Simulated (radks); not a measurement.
Values are calculated unless marked as measured or tabulated.
All-electron atom: the samarium ion Sm55+ in [He] 2s2 2p3 (the NIST ground configuration). Level of theory: scalar-relativistic Kohn-Sham, BLYP, spin-polarised, spherical densities, finite nucleus; open shells are filled with parallel spins first (spin-orbit coupling, left out, can overturn this in heavy ions); Fermi nuclear charge, rms radius 5.0819 fm (a radial shooting solver on a logarithmic mesh with Libxc functionals). Some entries of the table are withheld. Estimate them.

| orbital | occ. | eigenvalue (Ry) | r(max) (bohr) |
|---|---|---|---|
| 1s up | 1 | (1) | 0.01448 |
| 1s down | 1 | (2) | 0.01447 |
| 2s up | 1 | -893.6390 | 0.08041 |
| 2s down | 1 | -888.1295 | 0.08055 |
| 2p up | 3 | -841.2864 | 0.06442 |
| 2p down | 0 | -834.7190 | 0.06460 |

Answer. 
(1) 1s up eigenvalue (Ry): -3808.796
(2) 1s down eigenvalue (Ry): -3805.533
